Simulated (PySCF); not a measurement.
NICS in isomers of C8H11P.

NICS = −σ at a ghost point: NICS(0) at the centroid of the ring atoms, NICS(1) 1 Å to either side along the normal of their mean plane, zz for the tensor component along that normal. Level: GIAO PBE0/pcSseg-1 (PySCF, non-relativistic, gas phase) on the GFN2-xTB geometries, one conformer each. Atom numbers follow the mapped SMILES.

Question: Order these rings by mean NICS(1)zz, lowest (most negative) first (ppm).
A. ring C2–C3–P4–C5–C6–C8 in `[CH3:1][c:2]1[cH:3][p:4][cH:5][c:6]([CH3:7])[c:8]1[CH3:9]`
B. ring C3–C4–C6–C7–P8 in `[CH2:1]=[CH:2][c:3]1[c:4]([CH3:5])[cH:6][cH:7][p:8]1[CH3:9]`
C. ring P4–C5–C6–C7–C8 in `[CH:1]#[C:2][CH2:3][P:4]1[CH2:5][CH2:6][CH:7]=[C:8]1[CH3:9]`

Answer: A (-25.4), B (-9.1), C (-3.4).

```
        SMILES                                                           ring  NICS(0)  NICS(1)  NICS(1)zz  HOMA  rms pucker (Å)  ring atoms with four or more neighbours
 Cc1cpcc(C)c1C              6-membered ring with P; formal bonds all aromatic     -7.3    -10.5      -25.4  0.95            0.01                                        0
C=Cc1c(C)ccp1C  5-membered ring with P; bonds drawn aromatic by RDKit's count     -3.5     -5.6       -9.1  0.05            0.04                                        0
 C#CCP1CCC=C1C        5-membered ring with P; formal bonds 1 double, 4 single     -2.6     -3.2       -3.4     –            0.08                                        2
```

NICS(0) gives the same order. The isotropic NICS(1) gives the same order. HOMA uses Krygowski's 1993 parameters; it is left out where a ring has a four-coordinate atom, a triple bond, no multiple bond or a kind of bond without parameters. NICS(1) and NICS(1)zz are means over the two faces.
